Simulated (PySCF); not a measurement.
Harmonic spectrum computed at PBE0 in the def2-SVPD basis family (core potentials from Rb on, PySCF, no spin–orbit coupling):

```json
{"symmetry": "e", "ω (cm⁻¹)": "132", "IR (km/mol, summed over degenerate members)": "9.6"}
{"symmetry": "a1", "ω (cm⁻¹)": "145", "IR (km/mol, summed over degenerate members)": "19.4"}
{"symmetry": "e", "ω (cm⁻¹)": "423", "IR (km/mol, summed over degenerate members)": "304"}
{"symmetry": "a1", "ω (cm⁻¹)": "453", "IR (km/mol, summed over degenerate members)": "97.5"}
```

**Question.** Which molecule gave it? In each, all ligands are bound to the one heavy central atom.
A. GeF₃⁻ (singlet)
B. PdF₃⁻ (singlet)
C. SeF₃⁻ (singlet)
D. SnF₃⁻ (singlet)
E. PbF₃⁻ (singlet)

**Answer.** E. It has C3v symmetry with Pb–F 2.154 Å (×3).
